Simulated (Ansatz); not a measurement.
Ansatz results at the PBE0-D4/def2-TZVP geometry: ideal-gas entropy at 298 K and 1 bar (rigid rotor, harmonic PBE0-D4/def2-TZVP) 300 J/(mol·K); size of the dipole moment (PBE/def2-TZVPP) 2.17 D; LUMO energy (PBE0/def2-TZVPP) -1.37 eV.

Each molecule was computed in one conformer, which needn't be the lowest.

Problem. Which molecule gave them?
A. `NC=C=C=O`
B. `OC1=CC=N1`
C. `CB1N[SiH2]1`
D. `C=C(O)C#N`

Solution. D. The others give `CB1N[SiH2]1`: 310, 1.26, -0.04; `OC1=CC=N1`: 286, 0.50, -1.76; `NC=C=C=O`: 303, 5.34, -1.30.
